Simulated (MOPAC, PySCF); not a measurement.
H9BSi3, SMILES `[SiH3]B([SiH3])[SiH3]`, neutral singlet in the gas phase. 

Cartesian coordinates (Å):
```xyz
13

Si    -0.5116     1.7897    -0.6822
B      0.0079    -0.0179     0.0061
Si     1.9445    -0.4461     0.2714
Si    -1.4234    -1.3596     0.4152
H      0.3561     2.8685    -0.1435
H     -1.9289     2.1677    -0.4570
H     -0.2806     1.7121    -2.1529
H      2.2838    -1.8499    -0.0732
H      2.1568    -0.2699     1.7370
H      2.8844     0.4570    -0.4381
H     -2.2238    -1.5706    -0.8216
H     -0.9399    -2.6811     0.8853
H     -2.3300    -0.7964     1.4509
```
Charge 0, multiplicity 1.

All levels are single points at this geometry (B3LYP-D3(BJ)/def2-TZVP); Pople sets use spherical d functions. Orbital energies aren't observables, and empty levels follow the basis.

HF/6-31G* in PySCF gives HOMO (eV) = -10.70.

Estimate the HOMO (eV) from each of these levels: B3LYP-D3(BJ)/def2-TZVP in PySCF; PBE-D3(BJ)/def2-TZVP in PySCF; B3LYP/6-31G* in PySCF; B3LYP/LANL2DZ in PySCF; BP86/6-31G* in PySCF; PBE/6-31G* in PySCF; AM1 in MOPAC; PM3 in MOPAC.


```tsv
level	HOMO (eV)
B3LYP-D3(BJ)/def2-TZVP in PySCF	-7.81
PBE-D3(BJ)/def2-TZVP in PySCF	-6.84
B3LYP/6-31G* in PySCF	-7.70
B3LYP/LANL2DZ in PySCF	-7.85
BP86/6-31G* in PySCF	-6.85
PBE/6-31G* in PySCF	-6.74
AM1 in MOPAC	-10.17
PM3 in MOPAC	-9.53
```
